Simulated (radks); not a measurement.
The nuclear charge of neutral europium is varied continuously with 63 electrons held in [Xe] 4f7 6s2. All-electron calculation, scalar-relativistic Kohn-Sham, PBE, spin-polarised, spherical densities, point nucleus; open shells are filled with parallel spins first (spin-orbit coupling, left out, can overturn this in heavy ions). Program: a radial shooting solver on a logarithmic mesh with Libxc functionals. By the Hellmann-Feynman theorem dE/dZ = E(electron-nucleus)/Z, the electronic potential at the nucleus. The scalar-relativistic energy here is not variational (the density holds large components alone), so the two differ by a part that grows with Z.

| Z | E (hartree) | E(electron-nucleus)/Z (hartree) | HOMO | e(HOMO) (eV) | <r> HOMO (bohr) |
|---|---|---|---|---|---|
| 62.75 | -10739.1937 | -417.175 | 4f | -1.079 | 0.9941 |
| 63 | -10844.3705 | -419.612 | 6s | -3.459 | 4.374 |
| 63.25 | -10950.1644 | -422.044 | 6s | -4.927 | 4.126 |
| 63.5 | -11056.5746 | -424.474 | 6s | -6.517 | 3.920 |
| 63.75 | -11163.6008 | -426.903 | 6s | -8.216 | 3.746 |
| 64 | -11271.2429 | -429.331 | 6s | -10.016 | 3.594 |

The central difference of E at Z = 63 is -421.941 hartree, to compare with the third column; the second derivative is -9.87 hartree.
